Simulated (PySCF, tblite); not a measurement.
Isomers of C7H14FNSi, one GFN2-xTB conformer each. Single-point energies are computed at PBE0/pcSseg-1 (PySCF, gas phase, no added dispersion term), electronic only.

```
                      SMILES  GFN2-xTB relative energy (kcal/mol)
    CC#CC[C@H](F)[SiH2]N(C)C                                  0.0
C=C(F)[Si@@H]1C[C@@H]1N(C)CC                                 35.4
C=C(F)[Si@@H]1CC[C@@H]1N(C)C                                 19.7
C=C(CF)[Si@@H]1C[C@@H]1N(C)C                                 34.3
```

Conformers: `[CH3:1][C:2]#[C:3][CH2:4][C@H:5]([F:6])[SiH2:7][N:8]([CH3:9])[CH3:10]` with C3–C4–C5–F6 -172°, C4–C5–Si7–N8 -166°, C5–Si7–N8–C9 164°; `[CH2:1]=[C:2]([F:3])[Si@@H:4]1[CH2:5][C@@H:6]1[N:7]([CH3:8])[CH2:9][CH3:10]` with C1–C2–Si4–C5 36°, C5–C6–N7–C8 -149°, C6–N7–C9–C10 -67°; `[CH2:1]=[C:2]([F:3])[Si@@H:4]1[CH2:5][CH2:6][C@@H:7]1[N:8]([CH3:9])[CH3:10]` with C1–C2–Si4–C5 -154°, C6–C7–N8–C9 -168°, C2–Si4–C5–C6 -99°, Si4–C5–C6–C7 -16°, C5–C6–C7–N8 138°, C2–Si4–C7–C6 96°; `[CH2:1]=[C:2]([CH2:3][F:4])[Si@@H:5]1[CH2:6][C@@H:7]1[N:8]([CH3:9])[CH3:10]` with C1–C2–C3–F4 -9°, C1–C2–Si5–C6 -162°, C6–C7–N8–C9 -160°.

Question: What does PBE0/pcSseg-1 give for the same structures?

Answer: 
| SMILES | PBE0/pcSseg-1 E (Eh) | PBE0/pcSseg-1 (kcal/mol) | GFN2-xTB (kcal/mol) | point group |
| --- | --- | --- | --- | --- |
| C=C(F)[Si@@H]1CC[C@@H]1N(C)C | -718.52363 | 0.0 | 19.7 | C1 |
| CC#CC[C@H](F)[SiH2]N(C)C | -718.51854 | 3.2 | 0.0 | C1 |
| C=C(CF)[Si@@H]1C[C@@H]1N(C)C | -718.50730 | 10.2 | 34.3 | C1 |
| C=C(F)[Si@@H]1C[C@@H]1N(C)CC | -718.50319 | 12.8 | 35.4 | C1 |

GFN2-xTB puts CC#CC[C@H](F)[SiH2]N(C)C lowest instead; measured from each level's own lowest isomer, the values differ by up to 24.1 kcal/mol (C=C(CF)[Si@@H]1C[C@@H]1N(C)C: 34.3 against 10.2). As drawn, the lowest has a four-membered ring, which the highest lacks; the highest has a three-membered ring, which the lowest lacks.

Question: Which frontier levels, dipoles and rotational constants go with these structures?

Answer: 
```json
{"SMILES": "C=C(F)[Si@@H]1CC[C@@H]1N(C)C", "HOMO (eV, PBE0/pcSseg-1)": "-6.05", "LUMO (eV)": "-0.52", "dipole (D)": "1.63", "A, B, C (MHz)": "1484, 873.5, 698.4"}
{"SMILES": "CC#CC[C@H](F)[SiH2]N(C)C", "HOMO (eV, PBE0/pcSseg-1)": "-6.34", "LUMO (eV)": "0.79", "dipole (D)": "1.93", "A, B, C (MHz)": "1526, 584.4, 457.1"}
{"SMILES": "C=C(CF)[Si@@H]1C[C@@H]1N(C)C", "HOMO (eV, PBE0/pcSseg-1)": "-6.13", "LUMO (eV)": "-0.46", "dipole (D)": "2.03", "A, B, C (MHz)": "1502, 778.1, 635.4"}
{"SMILES": "C=C(F)[Si@@H]1C[C@@H]1N(C)CC", "HOMO (eV, PBE0/pcSseg-1)": "-6.29", "LUMO (eV)": "-0.60", "dipole (D)": "2.03", "A, B, C (MHz)": "1959, 653.3, 599.2"}
```

Question: What happens when harmonic zero-point energies from GFN2-xTB frequencies are added?

Answer: 
| SMILES | ZPE (kcal/mol) | electronic (kcal/mol) | with ZPE (kcal/mol) |
| --- | --- | --- | --- |
| C=C(F)[Si@@H]1CC[C@@H]1N(C)C | 122.2 | 0.0 | 0.0 |
| CC#CC[C@H](F)[SiH2]N(C)C | 119.8 | 3.2 | 0.8 |
| C=C(CF)[Si@@H]1C[C@@H]1N(C)C | 121.6 | 10.2 | 9.7 |
| C=C(F)[Si@@H]1C[C@@H]1N(C)CC | 121.9 | 12.8 | 12.5 |

The zero-point energies span 2.4 kcal/mol. The order is unchanged.
